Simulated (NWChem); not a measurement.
System: CH4MgO; SMILES [MgH][O]C

The following NWChem deck was run.

```
start job
memory heap 200 mb stack 900 mb global 1100 mb
geometry units angstroms
  Mg    -0.015325    -0.071768     1.289406
  H     -0.034700    -0.158638     2.814779
  O      0.004794     0.022140    -0.395320
  C      0.021079     0.098776    -1.774742
  H      0.020795     1.147256    -2.104187
  H      0.918951    -0.389747    -2.178958
  H     -0.862315    -0.396688    -2.200746
end
basis spherical
  * library 6-31g*
end
dft
  xc b3lyp
  iterations 150
end
driver
  maxiter 120
end
task dft optimize
task dft freq
```

Parts of the log:

```
             Northwest Computational Chemistry Package (NWChem) 7.3.0
             --------------------------------------------------------

 C3  symmetry detected

                             Geometry "geometry" -> ""
                             -------------------------

 Output coordinates in angstroms (scale by  1.889725989 to convert to a.u.)

  No.       Tag          Charge          X              Y              Z
 ---- ---------------- ---------- -------------- -------------- --------------
    1 Mg                  12.0000     0.00000000     0.00000000    -1.35850746
    2 H                    1.0000     0.00000000     0.00000000    -2.88647332
    3 O                    8.0000     0.00000000     0.00000000     0.32895371
    4 C                    6.0000     0.00000000     0.00000000     1.71059883
    5 H                    1.0000     0.62750626    -0.81494221     2.09778004
    6 H                    1.0000     0.39200753     0.95090747     2.09778004
    7 H                    1.0000    -1.01951379    -0.13596525     2.09778004

 Effective nuclear repulsion energy (a.u.)      88.4267499951

      Symmetry information
      --------------------

 Group name             C3
 Group number              5
 Group order               3
 No. of unique centers     5

                                Z-matrix (autoz)
                                --------

 Units are Angstrom for bonds and degrees for angles

      Type          Name      I     J     K     L     M      Value
      ----------- --------  ----- ----- ----- ----- ----- ----------
    1 Stretch                  1     2                       1.52797
    2 Stretch                  1     3                       1.68746
    3 Stretch                  3     4                       1.38165
    4 Stretch                  4     5                       1.09900
    5 Stretch                  4     6                       1.09900
    6 Stretch                  4     7                       1.09900
    7 Bend                     1     4     5               110.62822
    8 Bend                     1     4     6               110.62822
    9 Bend                     1     4     7               110.62822
   10 Bend                     2     4     5               110.62822
   11 Bend                     2     4     6               110.62822
   12 Bend                     2     4     7               110.62822
   13 Bend                     3     4     5               110.62822
   14 Bend                     3     4     6               110.62822
   15 Bend                     3     4     7               110.62822
   16 Bend                     5     4     6               108.28985
   17 Bend                     5     4     7               108.28985
   18 Bend                     6     4     7               108.28985
   19 Torsion                  2     1     5     4        -180.00000
   20 Torsion                  2     1     6     4         180.00000
   21 Torsion                  2     1     7     4        -180.00000
   22 Torsion                  1     3     5     4         180.00000
   23 Torsion                  1     3     6     4        -180.00000
   24 Torsion                  1     3     7     4         180.00000

                           NWChem Geometry Optimization
                           ----------------------------

 maximum gradient threshold         (gmax) =   0.000450
 rms gradient threshold             (grms) =   0.000300
 maximum cartesian step threshold   (xmax) =   0.001800
 rms cartesian step threshold       (xrms) =   0.001200
 fixed trust radius                (trust) =   0.300000
 source of zmatrix                         =   autoz

          -------------------
          Energy Minimization
          -------------------

 Using diagonal initial Hessian
 Scaling for Hessian diagonals: bonds = 1.00  angles = 0.25  torsions = 0.10

          --------
          Step   0

                                 NWChem DFT Module
                                 -----------------

 Summary of "ao basis" -> "ao basis" (spherical)
 ------------------------------------------------------------------------------
       Tag                 Description            Shells   Functions and Types
 ---------------- ------------------------------  ------  ---------------------
 Mg                          6-31g*                  8       18   4s3p1d
 H                           6-31g*                  2        2   2s
 O                           6-31g*                  6       14   3s2p1d
 C                           6-31g*                  6       14   3s2p1d

      Symmetry analysis of basis
      --------------------------

        a          24
        e+         15
        e-         15

  Rotation of axis

            General Information
            -------------------
          SCF calculation type: DFT
          Wavefunction type:  closed shell.
          No. of atoms     :     7
          No. of electrons :    30
           Alpha electrons :    15
            Beta electrons :    15
          Charge           :     0
          Spin multiplicity:     1
          Use of symmetry is: on ; symmetry adaption is: on
          Maximum number of iterations: 150
          AO basis - number of functions:    54
                     number of shells:    28
          Convergence on energy requested:  1.00D-06
          Convergence on density requested:  1.00D-05
          Convergence on gradient requested:  5.00D-04

              XC Information
              --------------
                         B3LYP Method XC Potential
                     Hartree-Fock (Exact) Exchange  0.200
                        Slater Exchange Functional  0.800 local
                    Becke 1988 Exchange Functional  0.720 non-local
              Lee-Yang-Parr Correlation Functional  0.810
                  VWN I RPA Correlation Functional  0.190 local

             Grid Information
             ----------------
          Grid used for XC integration:  medium
          Radial quadrature: Mura-Knowles
          Angular quadrature: Lebedev.
          Tag              B.-S. Rad. Rad. Pts. Rad. Cut. Ang. Pts.
          ---              ---------- --------- --------- ---------
          Mg                  1.50       88          10.0       590
          H                   0.35       45          12.0       434
          O                   0.60       49           9.0       434
          C                   0.70       49          11.0       434
          Grid pruning is: on
          Number of quadrature shells:   276
          Spatial weights used:  Erf1

      Superposition of Atomic Density Guess
      -------------------------------------

 Sum of atomic energies:        -314.00275583

      Non-variational initial energy
      ------------------------------

 Total energy =    -314.964532
 1-e energy   =    -610.261949
 2-e energy   =     206.870668
 HOMO         =      -0.378360
 LUMO         =      -0.023680

      Symmetry analysis of molecular orbitals - initial
      -------------------------------------------------

  Numbering of irreducible representations:

     1 a           2 e+          3 e-

  Orbital symmetries:

     1 a           2 a           3 a           4 a           5 a
     6 e+          7 e+          8 a           9 a          10 a
    11 e+         12 e+         13 a          14 e+         15 e+
    16 a          17 e+         18 e+         19 a          20 a
    21 a          22 e+         23 e+         24 e+         25 e+

   convergence    iter        energy       DeltaE   RMS-Dens  Diis-err
 ---------------- ----- ----------------- --------- --------- ---------
 d= 0,ls=0.0,diis     1   -315.7280586058 -4.04D+02  2.73D-02  6.97D-01
 d= 0,ls=0.0,diis     2   -315.4713877973  2.57D-01  1.71D-02  3.27D+00
 d= 0,ls=0.0,diis     3   -315.8140381104 -3.43D-01  2.43D-03  1.76D-02
 d= 0,ls=0.0,diis     4   -315.8154006980 -1.36D-03  9.21D-04  7.36D-03
 d= 0,ls=0.0,diis     5   -315.8163314827 -9.31D-04  1.48D-04  6.18D-05
  Resetting Diis
 d= 0,ls=0.0,diis     6   -315.8163438005 -1.23D-05  2.45D-05  1.31D-06
 d= 0,ls=0.0,diis     7   -315.8163441025 -3.02D-07  3.78D-06  1.16D-08

         Total DFT energy =     -315.816344102467
      One electron energy =     -613.334100023247
           Coulomb energy =      241.249587211344
    Exchange-Corr. energy =      -32.158581285683
 Nuclear repulsion energy =       88.426749995119

 Numeric. integr. density =       30.000005479832

                  Occupations of the irreducible representations
                  ----------------------------------------------

                     irrep           alpha         beta
                     --------     --------     --------
                     a                 9.0          9.0
                     e+                6.0          6.0
                     e-                0.0          0.0

                       DFT Final Molecular Orbital Analysis
                       ------------------------------------

[...]

      ----------------------
      Optimization converged
      ----------------------

  Step       Energy      Delta E   Gmax     Grms     Xrms     Xmax
  ---- ---------------- -------- -------- -------- -------- --------
@    5    -315.82636186 -2.8D-07  0.00001  0.00001  0.00043  0.00173
                                     ok       ok       ok       ok

                                Z-matrix (autoz)
                                --------

 Units are Angstrom for bonds and degrees for angles

      Type          Name      I     J     K     L     M      Value     Gradient
      ----------- --------  ----- ----- ----- ----- ----- ---------- ----------
    1 Stretch                  1     2                       1.69834    0.00001
    2 Stretch                  1     3                       1.77067    0.00001
    3 Stretch                  3     4                       1.38462    0.00001
    4 Stretch                  4     5                       1.10307   -0.00001
    5 Stretch                  4     6                       1.10307   -0.00001
    6 Stretch                  4     7                       1.10307   -0.00001
    7 Bend                     1     4     5               111.81187    0.00000
    8 Bend                     1     4     6               111.81187    0.00000
    9 Bend                     1     4     7               111.81187    0.00000
   10 Bend                     2     4     5               111.81187    0.00000
   11 Bend                     2     4     6               111.81187    0.00000
   12 Bend                     2     4     7               111.81187    0.00000
   13 Bend                     3     4     5               111.81187    0.00000
   14 Bend                     3     4     6               111.81187    0.00000
   15 Bend                     3     4     7               111.81187    0.00000
   16 Bend                     5     4     6               107.03253   -0.00000
   17 Bend                     5     4     7               107.03253   -0.00000
   18 Bend                     6     4     7               107.03253   -0.00000
   19 Torsion                  2     1     5     4        -180.00000    0.00000
   20 Torsion                  2     1     6     4         180.00000    0.00000
   21 Torsion                  2     1     7     4         180.00000   -0.00000
   22 Torsion                  1     3     5     4         180.00000    0.00000
   23 Torsion                  1     3     6     4        -180.00000    0.00000
   24 Torsion                  1     3     7     4         180.00000   -0.00000

                         Geometry "geometry" -> "geometry"
                         ---------------------------------

 Output coordinates in angstroms (scale by  1.889725989 to convert to a.u.)

  No.       Tag          Charge          X              Y              Z
 ---- ---------------- ---------- -------------- -------------- --------------
    1 Mg                  12.0000     0.00000000     0.00000000    -1.40501997
    2 H                    1.0000     0.00000000     0.00000000    -3.10336443
    3 O                    8.0000    -0.00000000     0.00000000     0.36564892
    4 C                    6.0000     0.00000000    -0.00000000     1.75026876
    5 H                    1.0000     0.62479814    -0.81142518     2.16012621
    6 H                    1.0000     0.39031575     0.94680365     2.16012621
    7 H                    1.0000    -1.01511388    -0.13537847     2.16012621

 Effective nuclear repulsion energy (a.u.)      85.8326517369

      Symmetry information
      --------------------

 Group name             C3
 Group number              5
 Group order               3
 No. of unique centers     5

                Final and change from initial internal coordinates
                --------------------------------------------------

                                Z-matrix (autoz)
                                --------

 Units are Angstrom for bonds and degrees for angles

[...]

 Rotational Constants
 --------------------
 A=   5.316280 cm-1  (  7.648770 K)
 B=   0.151277 cm-1  (  0.217650 K)
 C=   0.151277 cm-1  (  0.217650 K)

 Temperature                      =   298.15K
 frequency scaling parameter      =   1.0000

 Zero-Point correction to Energy  =   29.104 kcal/mol  (  0.046380 au)
 Thermal correction to Energy     =   32.425 kcal/mol  (  0.051673 au)
 Thermal correction to Enthalpy   =   33.017 kcal/mol  (  0.052616 au)

 Total Entropy                    =   68.161 cal/mol-K
   - Translational                =   37.973 cal/mol-K (mol. weight =  56.0112)
   - Rotational                   =   19.918 cal/mol-K (symmetry #  =        3)
   - Vibrational                  =   10.270 cal/mol-K

 Cv (constant volume heat capacity) =   14.879 cal/mol-K
   - Translational                  =    2.979 cal/mol-K
   - Rotational                     =    2.979 cal/mol-K
   - Vibrational                    =    8.920 cal/mol-K

[normal modes left out]

 ----------------------------------------------------------------------------
 Normal Eigenvalue ||           Projected Infra Red Intensities
  Mode   [cm**-1]  || [atomic units] [(debye/angs)**2] [(KM/mol)] [arbitrary]
 ------ ---------- || -------------- ----------------- ---------- -----------
    1       -0.000 ||    0.000053           0.001         0.051       0.007
    2       -0.000 ||    0.000028           0.001         0.028       0.004
    3       -0.000 ||    0.000028           0.001         0.028       0.004
    4        0.000 ||    0.000000           0.000         0.000       0.000
    5        0.000 ||    0.000043           0.001         0.041       0.006
    6        0.000 ||    0.000010           0.000         0.010       0.001
    7       90.945 ||    0.008223           0.190         8.017       1.171
    8       90.947 ||    0.008224           0.190         8.017       1.171
    9      341.032 ||    0.266958           6.159       260.244      38.006
   10      341.033 ||    0.266959           6.159       260.245      38.006
   11      611.841 ||    0.015590           0.360        15.198       2.219
   12     1204.091 ||    0.000065           0.001         0.063       0.009
   13     1204.091 ||    0.000065           0.001         0.063       0.009
   14     1261.263 ||    0.346195           7.987       337.489      49.286
   15     1528.162 ||    0.076460           1.764        74.537      10.885
   16     1530.584 ||    0.000000           0.000         0.000       0.000
   17     1530.584 ||    0.000000           0.000         0.000       0.000
   18     1650.795 ||    0.138649           3.199       135.162      19.739
   19     2966.694 ||    0.177910           4.105       173.435      25.328
   20     3008.147 ||    0.084811           1.957        82.678      12.074
   21     3008.148 ||    0.084807           1.957        82.674      12.074
 ----------------------------------------------------------------------------
```

Level: B3LYP/6-31G* (spherical d).
